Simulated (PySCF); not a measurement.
Species: 3-chloro-1,1,1,2,2-pentafluoropropane, C3H2ClF5.
Geometry (GFN2-xTB, Å), atoms numbered from 1 in this order:
```
atom  x, y, z in Å
F1     1.350   -1.284    0.458
C2     1.283   -0.069   -0.094
F3     1.510   -0.201   -1.396
F4     2.271    0.659    0.417
C5    -0.100    0.586    0.194
F6    -0.234    1.663   -0.606
F7    -0.061    1.066    1.463
C8    -1.286   -0.364    0.064
Cl9   -1.321   -1.115   -1.547
H10   -2.204    0.210    0.203
H11   -1.203   -1.147    0.818
```

Closed-shell single points with PySCF (density fitting; grid level 2 and gas phase unless stated) on one GFN2-xTB geometry.

Question: Rank these settings by the dipole moment, lowest first.
A. PBE0/pcSseg-1, IEF-PCM dimethylsulfoxide
B. PBE0/def2-SVPD
C. PBE0/pcSseg-1, IEF-PCM dichloromethane, energy threshold 1e-06 Eh, fitting basis def2-qzvpp-jkfit
D. WP04/6-31G, fitting basis def2-universal-jkfit

Answer: B (2.05 D), D (2.42 D), C (2.50 D), A (2.59 D).

Question: Rank these settings by the LUMO energy, lowest first.
A. PBE0/pcSseg-1, IEF-PCM dichloromethane, energy threshold 1e-06 Eh, fitting basis def2-qzvpp-jkfit
B. PBE0/def2-SVPD
C. PBE0/pcSseg-1
D. WP04/6-31G, fitting basis def2-universal-jkfit

Answer: D (-2.48 eV), B (-0.33 eV), C (-0.01 eV), A (0.23 eV).

All figures of these runs:

```
                                                                                         settings  basis functions  SCF cycles      E (Eh)  HOMO (eV)  LUMO (eV)  dipole (D)
                                                                                   PBE0/def2-SVPD              218          13  -1073.6259      -9.32      -0.33        2.05
PBE0/pcSseg-1, IEF-PCM dichloromethane, energy threshold 1e-06 Eh, fitting basis def2-qzvpp-jkfit              170           7  -1074.1268      -9.11       0.23        2.50
                                                         PBE0/pcSseg-1, IEF-PCM dimethylsulfoxide              170          14  -1074.1277      -9.10       0.26        2.59
                                                   WP04/6-31G, fitting basis def2-universal-jkfit               89          10  -1089.9707     -10.41      -2.48        2.42
                                                                                    PBE0/pcSseg-1              170          13  -1074.1216      -9.26      -0.01        2.04
```

Cycle counts include a coarse-grid stage where the run had one. WP04 was designed for NMR shieldings or shifts; total energies of different functionals aren't comparable. One conformer (not necessarily the lowest) at the GFN2-xTB geometry, without vibrations or thermal averaging.
